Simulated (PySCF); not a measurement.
## Electron correlation in Si (silicon, neutral)

[Ne] 3s1 3p2 4s1, high-spin 5P determinant (an excited configuration). Computed with PySCF 2.14 in x2c-QZVPPall with one added diffuse shell each of s, p, d, f type (10s7p5d3f1g, 86 functions), with the spin-free X2C one-electron Hamiltonian (Gaussian nucleus). Frozen: [Ne]; 4 electrons correlated.

```
  level  correlation energy (mhartree)
   CCSD                         -24.07
    (T)                          -0.47
CCSD(T)                         -24.54
```

Diagnostics: T1 = 0.014, D1 = 0.0374, largest double amplitude 0.040.

The outer electron is Rydberg-like, and this basis confines it to a smaller radius and binds it less than a complete one would.

Cost of the coupled-cluster step: roughly 9 core-seconds, for 4 correlated electrons.

Iterations:

```
CC2 = 0
CCSD nocc = (np.int64(4), np.int64(0)), nmo = (81, 81)
frozen orbitals [[0, 1, 2, 3, 4], [0, 1, 2, 3, 4]]
max_cycle = 100
direct = 0
conv_tol = 1e-08
conv_tol_normt = 1e-06
diis_space = 8
diis_start_cycle = 0
Init t2, MP2 energy = -0.016294680773198
Init E_corr(UCCSD) = -0.0162946807866516
cycle = 1  E_corr(UCCSD) = -0.0211180198112378  dE = -0.00482333902  norm(t1,t2) = 0.0393989
cycle = 2  E_corr(UCCSD) = -0.022819813046107  dE = -0.00170179323  norm(t1,t2) = 0.0176055
cycle = 3  E_corr(UCCSD) = -0.0240139754391621  dE = -0.00119416239  norm(t1,t2) = 0.00912561
cycle = 4  E_corr(UCCSD) = -0.0239686021682662  dE = 4.53732709e-05  norm(t1,t2) = 0.00410217
cycle = 5  E_corr(UCCSD) = -0.0240721601344485  dE = -0.000103557966  norm(t1,t2) = 0.00277307
cycle = 6  E_corr(UCCSD) = -0.024058980526465  dE = 1.3179608e-05  norm(t1,t2) = 0.000750061
cycle = 7  E_corr(UCCSD) = -0.0240817997173705  dE = -2.28191909e-05  norm(t1,t2) = 0.000351995
cycle = 8  E_corr(UCCSD) = -0.0240682289889131  dE = 1.35707285e-05  norm(t1,t2) = 0.00017008
cycle = 9  E_corr(UCCSD) = -0.0240660063193108  dE = 2.2226696e-06  norm(t1,t2) = 0.000399839
cycle = 10  E_corr(UCCSD) = -0.0240710493708287  dE = -5.04305152e-06  norm(t1,t2) = 5.12207e-05
cycle = 11  E_corr(UCCSD) = -0.0240709613357116  dE = 8.80351171e-08  norm(t1,t2) = 1.10693e-05
cycle = 12  E_corr(UCCSD) = -0.0240707980784378  dE = 1.63257274e-07  norm(t1,t2) = 5.10286e-06
cycle = 13  E_corr(UCCSD) = -0.024070806052248  dE = -7.9738102e-09  norm(t1,t2) = 1.06918e-06
cycle = 14  E_corr(UCCSD) = -0.0240708280788001  dE = -2.20265521e-08  norm(t1,t2) = 4.08228e-07
cycle = 15  E_corr(UCCSD) = -0.0240708302700744  dE = -2.19127435e-09  norm(t1,t2) = 1.11133e-07
UCCSD converged
E(UCCSD) = -289.1735609866884  E_corr = -0.02407083027007442
UCCSD(T) correction = -0.000465019655941893
```
